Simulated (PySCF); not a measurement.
A PySCF script (with the pyscf-properties extension) for the NMR shieldings of SMILES C#C[Si@]1(C)C[C@@H](SC)C1, C7H12SSi, on a GFN2-xTB geometry:

```python
import basis_set_exchange as bse
import numpy as np
from pyscf import gto, dft
from pyscf.prop import nmr

atoms = """
C     3.125831    2.236008    0.017872
C     2.439108    1.248947    0.038609
Si    1.376502   -0.269663    0.060246
C     2.402665   -1.822698    0.413486
C     0.074254   -0.278602   -1.344552
C    -0.985970    0.252445   -0.369917
S    -2.587247   -0.609350   -0.550892
C    -3.591012    0.405762    0.568028
C    -0.282383    0.017770    0.975984
H     3.726890    3.099630   -0.000736
H     2.902746   -1.741136    1.372926
H     3.166681   -1.953831   -0.345650
H     1.785886   -2.715805    0.428439
H    -0.185323   -1.275612   -1.696002
H     0.219247    0.351811   -2.217538
H    -1.181290    1.313168   -0.536195
H    -3.609020    1.431750    0.208668
H    -3.177563    0.360188    1.571688
H    -4.593261   -0.009760    0.558659
H    -0.371003    0.850123    1.670137
H    -0.664661   -0.874200    1.469917
"""
names = dict.fromkeys(["C", "Si", "S", "H"], "pcSseg-1")
basis = {el: gto.basis.parse(bse.get_basis(n, elements=[el], fmt="nwchem")) for el, n in names.items()}
mol = gto.M(atom=atoms, basis=basis, charge=0, verbose=0)
mf = dft.RKS(mol, xc="PBE0")
mf.grids.level = 2
mf.grids.alignment = dft.numint.BLKSIZE   # the property module wants whole blocks of grid points
mf.conv_tol = 1e-9
mf.kernel()

calc = nmr.RKS(mf)   # GIAO
C = mf.mo_coeff
Co = C[:, mf.mo_occ > 0]
resp = mf.gen_response(singlet=True, hermi=2)
def vind(x):   # induced exchange potential for any number of trial vectors
    d = np.einsum("pi,xij,qj->xpq", C, 2 * x.reshape(-1, C.shape[1], Co.shape[1]), Co, optimize=True)
    return np.einsum("xpq,pi,qj->xij", resp(d - d.transpose(0, 2, 1)), C, Co, optimize=True).ravel()
mo1, _ = nmr.rhf.solve_mo1(calc, with_cphf=vind)
sigma = calc.kernel(mo1)
for i, s in enumerate(sigma):   # ppm
    w = np.linalg.eigvalsh((s + s.T) / 2)
    print("%2d %-2s iso %8.1f  s11 %8.1f  s22 %8.1f  s33 %8.1f" % (i, mol.atom_pure_symbol(i), w.mean(), *w))
```

Question: What does it print?

Answer: 
```
 0 C  iso     82.5  s11      2.0  s22      2.5  s33    243.0
 1 C  iso     95.5  s11     -4.4  s22     -0.5  s33    291.4
 2 Si iso    371.9  s11    328.3  s22    369.7  s33    417.9
 3 C  iso    185.6  s11    177.8  s22    185.2  s33    193.7
 4 C  iso    160.9  s11    136.9  s22    158.9  s33    186.8
 5 C  iso    143.7  s11    124.1  s22    143.4  s33    163.5
 6 S  iso    463.2  s11    275.4  s22    389.4  s33    724.8
 7 C  iso    166.4  s11    148.3  s22    163.9  s33    186.8
 8 C  iso    155.2  s11    128.5  s22    150.4  s33    186.8
 9 H  iso     29.7  s11     24.5  s22     24.7  s33     39.7
10 H  iso     31.2  s11     26.9  s22     28.5  s33     38.3
11 H  iso     31.2  s11     26.9  s22     28.5  s33     38.3
12 H  iso     31.3  s11     26.3  s22     29.7  s33     38.0
13 H  iso     30.4  s11     26.2  s22     30.5  s33     34.6
14 H  iso     29.8  s11     25.8  s22     27.4  s33     36.1
15 H  iso     28.5  s11     24.6  s22     29.1  s33     31.9
16 H  iso     29.6  s11     24.7  s22     27.4  s33     36.9
17 H  iso     29.5  s11     24.1  s22     28.9  s33     35.5
18 H  iso     29.9  s11     24.8  s22     26.4  s33     38.4
19 H  iso     29.5  s11     25.3  s22     28.5  s33     34.6
20 H  iso     30.3  s11     26.5  s22     30.7  s33     33.7
```

These numbers come from an equivalent density-fitted implementation of the same equations, which agrees with the script to about 0.01 ppm for H and up to a few tenths of a ppm for heavy atoms, so last digits may differ.

Question: Turn these shieldings into chemical shifts. Chemical shifts δ = σref − σ; 13C (σ = 186.93 ppm) and 29Si (σ = 349.16 ppm) and 1H (σ = 31.72 ppm) against TMS; 33S (σ = 503.73 ppm) vs CS2, all at this level.

Answer: Averaging equivalent atoms: C 0: 104.4; C 1: 91.4; C 5: 43.2; C 4/8: 28.9; C 7: 20.6; C 3: 1.4; Si 2: -22.8; S 6: 41; H 15: 3.19; H 14/19: 2.10; H 9: 2.06; H 16/17/18: 2.05; H 13/20: 1.36; H 10/11/12: 0.46 ppm. 

Size and cost of the density-fitted run: 227 basis functions, 2.6 min wall time on 1 thread of an Intel Xeon, shared host; peak memory 1.1 GiB.
